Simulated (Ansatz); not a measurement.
Kohn–Sham single points on CH$_{5}$AlOSiTe (`C1[SiH2][O][AlH][Te]1`).

```yaml
crystal:
  periodic: [false, false, false]
  atoms:
    - {symbol: C, position_ang: [-1.112837, 0.731238, 0.327685]}
    - {symbol: Si, position_ang: [-0.141458, -0.805431, 0.816248]}
    - {symbol: O, position_ang: [0.951455, -1.161857, -0.355800]}
    - {symbol: Al, position_ang: [1.520272, 0.027467, -1.439220]}
    - {symbol: Te, position_ang: [0.061712, 2.025109, -0.972606]}
    - {symbol: H, position_ang: [-2.026056, 0.495901, -0.218880]}
    - {symbol: H, position_ang: [-1.372619, 1.332926, 1.199734]}
    - {symbol: H, position_ang: [-1.066364, -1.955722, 0.991470]}
    - {symbol: H, position_ang: [0.562948, -0.535117, 2.098658]}
    - {symbol: H, position_ang: [2.705947, -0.205714, -2.444391]}
basis:
  gaussian: {orbitals: def2-TZVPP}
hamiltonian: {xc: {name: B3LYP}, dispersion: d4}
output: {forces: true, orbitals: {seedname: orbitals}}
```

```sh
$ ansatz run in.yaml --threads 4 --pin off --events-out ev --progress --plain --max-ram 10444MiB
```

Shortened log:

```
Functional definition: B3LYP
1633 factors; their error is unknown
mean field evaluation 1: about -24929.8222 eV, gradient 8.1e1 eV
mean field evaluation 2: about -24870.0970 eV, gradient 1.8e2 eV
mean field evaluation 4: about -24941.6900 eV, gradient 2.0e1 eV
mean field evaluation 8: about -24942.5227 eV, gradient 2.7e-1 eV
mean field evaluation 16: about -24942.6245 eV, gradient 4.3e-3 eV
mean field -24942.62445574 eV, -916.6245420304 hartree, gradient 5.0e-5 eV, S^2 0.000000; 0 other end points of the search recorded, 0 dependent functions left out
reference -24942.62474340 eV, -916.6245526018 hartree; 35, 35 occupied and 231, 231 virtual orbitals, 1633 factors
Total energy: -24943.17085202 eV, -916.6446217234 hartree
Atom 0 at    -1.112837     0.731238     0.327685 Å, force    -0.243419    -0.097228     0.185010 eV/Å
Atom 1 at    -0.141458    -0.805431     0.816248 Å, force    -0.118690    -0.181871     0.268108 eV/Å
Atom 2 at     0.951455    -1.161857    -0.355800 Å, force     0.036552    -0.011930    -0.032397 eV/Å
Atom 3 at     1.520272     0.027467    -1.439220 Å, force     0.224556    -0.055834    -0.198632 eV/Å
Atom 4 at     0.061712     2.025109    -0.972606 Å, force     0.103375     0.309484    -0.192590 eV/Å
Atom 5 at    -2.026056     0.495901    -0.218880 Å, force     0.061673     0.021033     0.060863 eV/Å
Atom 6 at    -1.372619     1.332926     1.199734 Å, force    -0.003962    -0.051676    -0.069024 eV/Å
Atom 7 at    -1.066364    -1.955722     0.991470 Å, force     0.061080     0.071199    -0.004557 eV/Å
Atom 8 at     0.562948    -0.535117     2.098658 Å, force    -0.044856    -0.016615    -0.083495 eV/Å
Atom 9 at     2.705947    -0.205714    -2.444391 Å, force    -0.076308     0.013438     0.066715 eV/Å
Dipole moment:    -0.100395     0.066585    -0.024540 e Å
```

Run time 8.5 s (4 threads of an Arm Neoverse V1 on a shared host); peak host memory 0.92 GiB.

With the line `hamiltonian: {xc: r2scan, dispersion: d4}` (abridged; 8 s):

```
Functional definition: r2SCAN
mean field evaluation 16: about -24938.8332 eV, gradient 4.8e-3 eV
mean field -24938.83320597 eV, -916.4852161711 hartree, gradient 7.4e-5 eV, S^2 0.000000
Total energy: -24938.90737745 eV, -916.4879419226 hartree
Atom 0 force    -0.114264    -0.122877     0.128004 eV/Å
Atom 1 force    -0.020961    -0.033245     0.066839 eV/Å
Atom 2 force     0.020581    -0.063671    -0.003214 eV/Å
Atom 3 force     0.067173     0.020148    -0.070826 eV/Å
Atom 4 force     0.077213     0.155443    -0.111934 eV/Å
Atom 5 force     0.006949     0.022814     0.011205 eV/Å
Atom 6 force    -0.014730     0.004710    -0.023723 eV/Å
Atom 7 force     0.011014     0.021902     0.003150 eV/Å
Atom 8 force    -0.012867    -0.004671    -0.019561 eV/Å
Atom 9 force    -0.020108    -0.000552     0.020059 eV/Å
Dipole moment:    -0.113387     0.050604    -0.013068 e Å
```

The same input with `hamiltonian: {xc: pbe, dispersion: d4}` (abridged; 3.9 s):

```
Functional definition: PBE
mean field evaluation 16: about -24927.1380 eV, gradient 2.6e-3 eV
mean field -24927.13796648 eV, -916.0554240473 hartree, gradient 5.4e-5 eV, S^2 0.000000
Total energy: -24927.47008541 eV, -916.0676291926 hartree
Atom 0 force    -0.039303    -0.093104     0.072803 eV/Å
Atom 1 force    -0.217946     0.068206     0.262849 eV/Å
Atom 2 force     0.228428    -0.473174    -0.103277 eV/Å
Atom 3 force     0.148752     0.208592    -0.233572 eV/Å
Atom 4 force     0.047163     0.330957    -0.145094 eV/Å
Atom 5 force    -0.178942    -0.037648    -0.104091 eV/Å
Atom 6 force    -0.056077     0.125281     0.165613 eV/Å
Atom 7 force    -0.102913    -0.128323     0.018007 eV/Å
Atom 8 force     0.074459     0.028563     0.142786 eV/Å
Atom 9 force     0.096380    -0.029350    -0.076025 eV/Å
Dipole moment:    -0.115961     0.075761    -0.018569 e Å
```

B3LYP takes the VWN-RPA correlation (the form of Gaussian; ORCA's B3LYP/G).
